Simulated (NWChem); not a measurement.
System: C4H2ClF; SMILES C#C/C(F)=C\Cl

NWChem input:

```
start job
memory heap 200 mb stack 900 mb global 1100 mb
geometry units angstroms noautoz
  C      1.993021    -1.535952     0.000000
  C      0.849701    -1.132583     0.000000
  C     -0.495921    -0.678073     0.000000
  F     -1.424451    -1.637457     0.000000
  C     -0.905966     0.600905     0.000000
  Cl     0.166368     1.929480     0.000000
  H      3.008476    -1.888949     0.000000
  H     -1.971926     0.836507     0.000000
end
basis spherical
  * library 6-31g*
end
dft
  xc r2scan0
  iterations 150
  mulliken
end
task dft energy
```

The geometry was optimised at PBE0/def2-SVP.

Question: Give the results of this calculation. (r2SCAN0/6-31G* (spherical d).) Quantities: energy (Ha); highest occupied level (eV); orbital gap (eV); dipole (D).

Answer: 
```
Property                       Value
---------------------------  -------
energy (Ha)                  -713.33
highest occupied level (eV)    -7.09
orbital gap (eV)                6.06
dipole (D)                      0.68
```
